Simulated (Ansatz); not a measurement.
`C[Si](C)(O)Cl` + H–F → `C[Si](O)(F)Cl` + CH₄ at 400 K and 1 bar (ligand exchange at the Si–C bond).

Computed with Ansatz on PBE0-D4/def2-TZVP structures; ΔE is electronic, products minus reactants. CCSD(T)/CBS adds triple-zeta CCSD(T) − MP2 to the extrapolated MP2 energy (def2 sets, frozen cores). This one scheme is used for every species. One conformer a species, not always the lowest.

| species | CCSD(T)/CBS energy (Eh) | H − E (kJ/mol) | S (J/(mol·K)) |
| --- | --- | --- | --- |
| `C[Si](C)(O)Cl` | -904.49412 | 273.9 | 403.7 |
| H–F | -100.39570 | 36.5 | 182.2 |
| `C[Si](O)(F)Cl` | -964.48585 | 180.5 | 379.1 |
| CH₄ | -40.46206 | 131.3 | 197.2 |

H − E and S are ideal-gas, rigid-rotor, harmonic terms from PBE0-D4/def2-TZVP, for one conformer and one mirror image of each species. 1 Eh = 2625.50 kJ/mol, R = 8.31446 J/(mol·K).

Q: By hand: ΔE, ΔH, ΔS and ΔG.

A: ΔE = (-964.48585) + (-40.46206) − (-904.49412) − (-100.39570) = -0.05809 Eh = -152.5 kJ/mol. Δ(H − E) = 180.5 + 131.3 − 273.9 − 36.5 = 1.4, so ΔH = -151.1 kJ/mol. ΔS = 379.1 + 197.2 − 403.7 − 182.2 = -9.6 J/(mol·K). ΔG = -151.1 − 400 × (-9.6)/1000 = -147.3 kJ/mol.

Q: By hand: the equilibrium constant, and the temperature at which ΔG would vanish if ΔH and ΔS stayed fixed.

A: log₁₀ K = −ΔG/(RT ln 10) = 19.2. ΔG = 0 at ΔH/ΔS = 15740 K, far beyond where these terms or the molecules hold.

The number of gas molecules stays the same, so ΔS is small and ΔH decides. A doubt of 5 kJ/mol in ΔE shifts log₁₀ K by 0.7 here. Other conformers and mirror images would add mixing entropy, several J/(mol·K) or more a flexible species. These are equilibria of isolated gas molecules and say nothing of rates. Largest T1 diagnostic: 0.010 (customary marks: 0.02 for closed shells, 0.045 for open ones).
